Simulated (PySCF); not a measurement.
Orbital energies, ionisation energy and electron affinity

Species: (OH)2Al-S-SiH3.
Cartesian coordinates in Å at the PBE0-D3(BJ)/def2-SVP level; atoms count from 1:
```xyz
10
AlH5O2SSi angstrom
Al    -0.7515    0.2769    0.9966
O     -1.9583    0.5135    2.1609
O      0.6469    1.2299    0.9639
S     -0.8694   -1.2417   -0.5495
Si     0.9405   -0.7710   -1.6272
H     -2.7893    0.0417    2.2275
H      0.8679    1.9582    1.5449
H      0.9657   -1.7275   -2.7720
H      0.9191    0.6230   -2.1542
H      2.1529   -0.9797   -0.7866
```

Level: CAM-B3LYP/def2-SVPD (PySCF). Frontier orbitals with their largest atomic shares (Löwdin; up to four atoms above 4 %):

```
orbital  ε (eV)                           main atoms
 HOMO−3  -10.92            O3 49 %, O2 35 %, Al1 6 %
 HOMO−2  -10.79   S4 42 %, Si5 21 %, O2 18 %, H8 9 %
 HOMO−1  -10.00   S4 54 %, Si5 15 %, Al1 9 %, H8 7 %
   HOMO   -8.88                                    ?
   LUMO   -0.23    Al1 55 %, S4 13 %, O2 9 %, O3 8 %
 LUMO+1    0.82   S4 30 %, Si5 23 %, Al1 9 %, O3 7 %
 LUMO+2    1.11  Al1 33 %, S4 25 %, O3 14 %, O2 14 %
```

What vertical ionisation energy does ΔSCF give, and how far is −ε(HOMO) from it?

ΔSCF: 9.74 eV (940 kJ/mol; threshold wavelength 127 nm); ⟨S²⟩ of the doublet left behind is 0.755, against 0.75 for a pure doublet. −ε(HOMO) is 8.88 eV, 0.86 eV below it. For the exact functional −ε(HOMO) would equal the first vertical ionisation energy; CAM-B3LYP (range-separated hybrid) falls short of its own ΔSCF value by 9 %.

On which atoms does the HOMO lie?

S4 (sulfur bonded to Al and Si) 71 %, Si5 (silicon bonded to S and 3 H) 12 %, Al1 (aluminium bonded to 2 O and S) 7 %, so more than half of it is on one atom. The HOMO−1 lies 1.12 eV lower.

And the vertical electron affinity, the fundamental gap, Mulliken's electronegativity and the hardness (with the factor ½)?

EA = -0.33 eV by ΔSCF (−ε(LUMO) = 0.22 eV); a negative value means that the added electron isn't bound at this geometry and level, and the number then depends on the basis. IE − EA = 10.07 eV against an orbital gap of 8.66 eV; (IE + EA)/2 = 4.71 eV; (IE − EA)/2 = 5.04 eV. Parr's electrophilicity index (IE + EA)²/[8(IE − EA)] is 1.10 eV.

The lowest singlet excitation (vertical TDDFT, same level) lies at 5.70 eV. How far is it below IE − EA?

IE − EA = 10.07 eV, so by 4.37 eV.

How many of the 15 lowest singlet excitations (vertical TDDFT, same level) lie below the ionisation energy?

All 15; they run from 5.70 to 8.27 eV.

Geometry: PBE0-D3(BJ)/def2-SVP, one conformer, isolated molecule.

These values come from a run that also computed excited states and ΔSCF ions. Hardware: an Intel Xeon Platinum 8488C with one thread (shared host). Cost: 70 s (with the writing of density and orbital grids), 0.82 GiB resident at most.
